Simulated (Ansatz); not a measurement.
C₂H₆AlF. The species carries charge 0 and has multiplicity 1. The bonds changed during the relaxation, so this is another structure than the one it started from.

Z-matrix (Å, degrees):
```
Al
C 1 2.498
F 1 1.668 2 94.4
C 1 2.498 2 31.1 3 91.3
H 1 1.586 2 84.8 3 -116.4
H 1 1.586 2 112.2 3 121.1
H 2 1.084 1 106.2 3 149.6
H 2 1.086 1 91.7 3 30.8
H 4 1.086 1 91.7 2 -122.1
H 4 1.084 1 106.2 2 119.1
```

(1) List the harmonic frequencies (cm⁻¹, unscaled) at PBE0-D4/def2-TZVP in Ansatz. (Estimate.)

(2) Is this a minimum?

(3) Give the ideal-gas thermochemistry at 298.15 K and 1 bar (rigid rotor, harmonic oscillator; point group Cs, symmetry number 1).

(4) Rotational constants (cm⁻¹)?

Results:

(1) Computed: 84, 147, 214, 232, 369, 419, 541, 671, 742, 806, 828, 1013, 1030, 1076, 1241, 1372, 1466, 1659, 1916, 1923, 3154, 3162, 3239, 3263.

(2) Yes, all 24 modes are real.

(3) Zero-point energy 182.8 kJ/mol; H(298) − E = 202.7 kJ/mol; entropy 329.1 J/(mol·K), of which translation 162.9, rotation 106.6, vibration 59.6; G(298) − E = 104.6 kJ/mol. Modes under 100 cm⁻¹ are hindered rotations or soft bends, so the harmonic entropy is rough.

(4) 0.3124, 0.1195, 0.1098.
